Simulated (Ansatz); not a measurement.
Reactions of ClHMgO (`[OH][Mg][Cl]`).

Calculated with Ansatz (gas phase, PBE0-D4/def2-TZVP geometries, no zero-point term in ΔE). CCSD(T)/CBS adds triple-zeta CCSD(T) − MP2 to the extrapolated MP2 energy (def2 sets, frozen cores). This one scheme is used for every species, atoms too. DFT in def2-TZVPP. No spin–orbit coupling; open shells (•) take unrestricted orbitals. Spin–orbit coupling would lower the free atoms: a little for Cl, O. Bonds to Mg are less sure, by a few kJ/mol each and by 10 to 20 or more in all where they break to atoms, as the def2 sets lack core-valence functions. One conformer a species, not always the lowest.

```json
{"reaction": "`[OH][Mg][Cl]` + HCl → `[Cl][Mg][Cl]` + H₂O", "PBE0-D4 (kJ/mol)": "-85", "HF/CBS(def2) (kJ/mol)": "-91", "ωB97M-V (kJ/mol)": "-80"}
{"reaction": "`[OH][Mg][Cl]` + `FB(F)O[SiH3]` → `[SiH3][O][Mg][Cl]` + `OB(F)F`", "PBE0-D4 (kJ/mol)": "-34", "HF/CBS(def2) (kJ/mol)": "-34", "ωB97M-V (kJ/mol)": "-31"}
{"reaction": "`[OH][Mg][Cl]` + `[SiH3]N[SiH3]` → `[SiH3][N]([SiH3])[Mg][Cl]` + H₂O", "PBE0-D4 (kJ/mol)": "21", "HF/CBS(def2) (kJ/mol)": "38", "ωB97M-V (kJ/mol)": "28"}
{"reaction": "`[OH][Mg][Cl]` + `OBN([SiH3])[SiH3]` → `[OH][Mg][N]([SiH3])[SiH3]` + `OBCl`", "PBE0-D4 (kJ/mol)": "121", "HF/CBS(def2) (kJ/mol)": "138", "ωB97M-V (kJ/mol)": "125"}
{"reaction": "`[OH][Mg][Cl]` + silanol → `[SiH3][O][Mg][Cl]` + H₂O", "PBE0-D4 (kJ/mol)": "-34", "HF/CBS(def2) (kJ/mol)": "-38", "ωB97M-V (kJ/mol)": "-32"}
{"reaction": "`[OH][Mg][Cl]` → Cl• + H• + Mg (atom) + O•", "PBE0-D4 (kJ/mol)": "1200", "HF/CBS(def2) (kJ/mol)": "874", "ωB97M-V (kJ/mol)": "1215"}
```

Give the CCSD(T)/CBS values in the same order. (Estimate.)

Computed: -79, -35, 19, 117, -40, 1247 kJ/mol.

Largest T1 diagnostic: 0.012, for `OBN([SiH3])[SiH3]`.
